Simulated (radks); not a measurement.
Values are calculated unless marked as measured or tabulated.
Polarisability of the iron ion Fe2+, [Ar] 3d6, at imaginary frequency. Level of theory: scalar-relativistic Kohn-Sham, LDA (Slater exchange, Perdew-Wang correlation), spin-polarised, spherical densities, finite nucleus; open shells are filled with parallel spins first; Fermi nuclear charge, rms radius 3.7377 fm (a radial shooting solver on a logarithmic mesh with Libxc functionals). Response by self-consistent Sternheimer equations with the Hartree and adiabatic LDA kernel, the relativistic mass of each level held fixed and spin-orbit coupling left out.

w (hartree),alpha1(iw) (bohr^3)
0.00266,4.049
0.0143,4.047
0.0360,4.036
0.0697,4.001
0.118,3.917
0.186,3.748
0.280,3.461
0.413,3.054
0.605,2.562
0.892,2.032
1.35,1.498
2.12,0.9810
3.59,0.5280
6.94,0.2053
17.5,0.04503

Static values: alpha1 = 4.049 bohr^3 (0.6000 angstrom^3; uncoupled 5.019). C6 = 11.82, triple-dipole C9 = 31.31 atomic units. One-pole (London) frequency 4 C6 / (3 alpha1^2) = 0.961 hartree, against 0.870 for minus the highest occupied eigenvalue.
